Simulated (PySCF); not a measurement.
**Spin-rotation constants: `CO[C@H]1C[C@@H](O)C1`, C$_{5}$H$_{10}$O$_{2}$**

Molfile (atoms numbered from 1):
```
C5H10O2
     RDKit          3D

 17 17  0  0  0  0  0  0  0  0999 V2000
   -1.2888    1.9590   -1.0759 C   0  0  0  0  0  0  0  0  0  0  0  0
   -1.3070    0.8587   -0.2004 O   0  0  0  0  0  0  0  0  0  0  0  0
   -0.2845   -0.0977   -0.3615 C   0  0  1  0  0  0  0  0  0  0  0  0
    1.1084    0.3291   -0.8725 C   0  0  0  0  0  0  0  0  0  0  0  0
    1.7426   -0.4988    0.2650 C   0  0  1  0  0  0  0  0  0  0  0  0
    2.8149    0.0539    0.9640 O   0  0  0  0  0  0  0  0  0  0  0  0
    0.3682   -0.5586    0.9561 C   0  0  0  0  0  0  0  0  0  0  0  0
   -0.4972    2.6746   -0.8265 H   0  0  0  0  0  0  0  0  0  0  0  0
   -1.1715    1.6457   -2.1186 H   0  0  0  0  0  0  0  0  0  0  0  0
   -2.2541    2.4486   -0.9562 H   0  0  0  0  0  0  0  0  0  0  0  0
   -0.6745   -0.9426   -0.9457 H   0  0  0  0  0  0  0  0  0  0  0  0
    1.3627    0.0512   -1.8922 H   0  0  0  0  0  0  0  0  0  0  0  0
    1.2979    1.3913   -0.7310 H   0  0  0  0  0  0  0  0  0  0  0  0
    2.0879   -1.4774   -0.0721 H   0  0  0  0  0  0  0  0  0  0  0  0
    2.5408    0.8999    1.3383 H   0  0  0  0  0  0  0  0  0  0  0  0
    0.0492   -1.5156    1.3588 H   0  0  0  0  0  0  0  0  0  0  0  0
    0.2649    0.2073    1.7231 H   0  0  0  0  0  0  0  0  0  0  0  0
  1  2  1  0
  2  3  1  0
  3  4  1  0
  4  5  1  0
  5  6  1  0
  5  7  1  0
  7  3  1  0
  1  8  1  0
  1  9  1  0
  1 10  1  0
  3 11  1  6
  4 12  1  0
  4 13  1  0
  5 14  1  6
  6 15  1  0
  7 16  1  0
  7 17  1  0
M  END
```

Level of theory: PySCF, GIAO PBE0/pcSseg-1 magnetisability, rotational g tensor and spin-rotation constants, non-relativistic, gas phase. Geometry: GFN2-xTB, dihedral held. The dihedral C7–C3–O2–C1 is held at 135°.

(1) Give the nuclear spin-rotation constants along the inertial axes (H = +C I·J) beside the isotropic shieldings.

## Answers

(1) Rotational constants 5.9559, 1.5776, 1.4510 GHz. A star marks the isotopologue with that one atom substituted, in its own axes.
| atom | isotope | Caa (kHz) | Cbb (kHz) | Ccc (kHz) | mean (kHz) | σ (ppm) |
| --- | --- | --- | --- | --- | --- | --- |
| H8 | 1H | -0.388 | -0.064 | -0.071 | -0.174 | 28.1 |
| H9 | 1H | -0.596 | -0.145 | 0.035 | -0.235 | 28.8 |
| H10 | 1H | 0.141 | -0.162 | -0.111 | -0.044 | 28.1 |
| H11 | 1H | -0.580 | -0.112 | 0.032 | -0.220 | 27.7 |
| H12 | 1H | -0.669 | -0.117 | 0.015 | -0.257 | 29.2 |
| H13 | 1H | -0.661 | -0.061 | -0.058 | -0.260 | 29.7 |
| H14 | 1H | -0.324 | -0.152 | -0.002 | -0.159 | 28.0 |
| H15 | 1H | -0.684 | -0.203 | -0.017 | -0.301 | 31.5 |
| H16 | 1H | -0.620 | 0.061 | -0.145 | -0.235 | 28.7 |
| H17 | 1H | -0.728 | -0.193 | 0.073 | -0.283 | 30.1 |
| C1 | 13C* | 1.181 | 0.262 | 0.318 | 0.587 | 132.2 |
| O2 | 17O* | -0.349 | -0.124 | -0.103 | -0.192 | 312.0 |
| C3 | 13C* | 1.232 | 0.372 | 0.286 | 0.630 | 121.2 |
| C4 | 13C* | 0.849 | 0.306 | 0.269 | 0.475 | 147.8 |
| C5 | 13C* | 1.432 | 0.321 | 0.257 | 0.670 | 125.1 |
| O6 | 17O* | -0.685 | -0.210 | -0.170 | -0.355 | 247.1 |

For the geometry as given, no vibrational averaging.
